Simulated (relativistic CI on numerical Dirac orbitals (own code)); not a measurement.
# Electric-dipole transitions in Sr XXXVIII

Computed by Dirac equation for one electron, model QED (radiative potential, 1s self-energy scaled to tabulated hydrogen-like ionisation energies) (own radial code, finite nucleus).

Configurations in the expansion: 1s, 2s, 2p, 3s, 3p, 3d, 4s, 4p, 4d, 4f, 5s, 5p, 5d, 5f, 5g, 6s, 6p, 6d. Levels of other configurations are missing.

```
λ vac (nm)            Lower            Upper   A (s⁻¹)        gf  Branching (%)
   0.08216    1s 2S_1/2 [1]   2p 2P°_3/2 [4]  1.28e+15  5.19e-01          100.0
   0.08271    1s 2S_1/2 [1]   2p 2P°_1/2 [2]  1.32e+15  2.70e-01          100.0
   0.32634   2p 2P°_1/2 [2]   4d 2D_3/2 [12]  3.78e+13  2.41e-01           62.4
   0.33474   2p 2P°_3/2 [4]   4d 2D_5/2 [15]  4.30e+13  4.34e-01           73.4
   0.43694   2p 2P°_1/2 [2]    3d 2D_3/2 [7]  1.16e+14  1.33e+00           82.7
   0.43725    2s 2S_1/2 [3]   3p 2P°_3/2 [8]  4.58e+13  5.26e-01           11.7
   0.44185    2s 2S_1/2 [3]   3p 2P°_1/2 [5]  4.94e+13  2.89e-01           12.5
   0.45124   2p 2P°_3/2 [4]    3d 2D_5/2 [9]  1.34e+14  2.46e+00           98.6
   0.45280   2p 2P°_3/2 [4]    3d 2D_3/2 [7]  2.24e+13  2.75e-01           15.9
   0.86317   3p 2P°_1/2 [5]   5d 2D_3/2 [19]  6.03e+12  2.69e-01           19.1
   0.87995    3d 2D_3/2 [7]  5f 2F°_5/2 [21]  8.98e+12  6.26e-01           59.3
   0.87998   3p 2P°_3/2 [8]   5d 2D_5/2 [22]  7.10e+12  4.95e-01           23.3
   0.88526    3d 2D_5/2 [9]  5f 2F°_7/2 [24]  9.48e+12  8.91e-01           63.2
    1.2509   3p 2P°_1/2 [5]   4d 2D_3/2 [12]  1.22e+13  1.15e+00           20.2
    1.2517    3s 2S_1/2 [6]  4p 2P°_3/2 [13]  6.13e+12  5.76e-01            3.6
    1.2676    3s 2S_1/2 [6]  4p 2P°_1/2 [10]  6.71e+12  3.23e-01            4.0
    1.2839    3d 2D_3/2 [7]  4f 2F°_5/2 [14]  2.71e+13  4.02e+00           92.8
    1.2839   3p 2P°_3/2 [8]   4d 2D_5/2 [15]  1.47e+13  2.17e+00           25.0
    1.2939    3d 2D_5/2 [9]  4f 2F°_7/2 [16]  2.87e+13  5.77e+00           99.3
    1.8017  4p 2P°_3/2 [13]   6d 2D_5/2 [30]  1.80e+12  5.26e-01           10.1
    2.7093  4p 2P°_1/2 [10]   5d 2D_3/2 [19]  2.52e+12  1.11e+00            8.0
    2.7108   4s 2S_1/2 [11]  5p 2P°_3/2 [20]  1.45e+12  6.40e-01            1.7
    2.7720   4d 2D_3/2 [12]  5f 2F°_5/2 [21]  5.05e+12  3.49e+00           33.3
    2.7721  4p 2P°_3/2 [13]   5d 2D_5/2 [22]  3.08e+12  2.13e+00           10.1
    2.7906  4f 2F°_5/2 [14]   5g 2G_7/2 [23]  8.59e+12  8.03e+00           96.0
    2.7906   4d 2D_5/2 [15]  5f 2F°_7/2 [24]  5.39e+12  5.04e+00           36.0
    2.7993  4f 2F°_7/2 [16]   5g 2G_9/2 [25]  8.87e+12  1.04e+01           99.6
    4.9977  5p 2P°_1/2 [17]   6d 2D_3/2 [28]  7.50e+11  1.12e+00            4.1
    5.0002   5s 2S_1/2 [18]  6p 2P°_3/2 [29]  4.74e+11  7.11e-01            0.9
    5.1039  5p 2P°_3/2 [20]   6d 2D_5/2 [30]  9.28e+11  2.18e+00            5.2
```

Terms are leading LS components. Brackets give the number of a level in order of energy, since labels repeat. The list gives strong lines, with weight on those to low levels, without lines whose two gauges differ by over a factor of 2.5. Levels whose partners in the same complex of configurations lie outside the list can be far off, and so can their lines. Rates are taken at the computed energies, electric ones in the length gauge.
